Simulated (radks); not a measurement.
Values are calculated unless marked as measured or tabulated.
In IV, configuration [Kr] 4d10. Code: a radial shooting solver on a logarithmic mesh with Libxc functionals. Model: Dirac Kohn-Sham, BLYP, spin-unpolarised, spherical densities, finite nucleus; Fermi nuclear charge, rms radius 4.6156 fm.

Unscreened Slater integrals over Kohn-Sham orbitals (cm^-1). Large and small components are both included.

integral          value
F0(4d5/2,4d5/2)  171540
F2(4d5/2,4d5/2)   85729
F4(4d5/2,4d5/2)   56230
F0(4d5/2,4d3/2)  172590
F2(4d5/2,4d3/2)   86248
G2(4d5/2,4d3/2)   86190
G4(4d5/2,4d3/2)   56546
F0(4d5/2,4p3/2)  188870
F2(4d5/2,4p3/2)   94147
G1(4d5/2,4p3/2)  119260
G3(4d5/2,4p3/2)   73135
F0(4d5/2,4p1/2)  191260
G3(4d5/2,4p1/2)   72657
F0(4d3/2,4d3/2)  173670
F2(4d3/2,4d3/2)   86795
F0(4d3/2,4p3/2)  190280
F2(4d3/2,4p3/2)   95134
G1(4d3/2,4p3/2)  120730
G3(4d3/2,4p3/2)   74079
F0(4d3/2,4p1/2)  192730
G1(4d3/2,4p1/2)  120380
F0(4p3/2,4p3/2)  212350
F2(4p3/2,4p3/2)  111200
F0(4p3/2,4p1/2)  215780
G2(4p3/2,4p1/2)  112580
F0(4p1/2,4p1/2)  219440
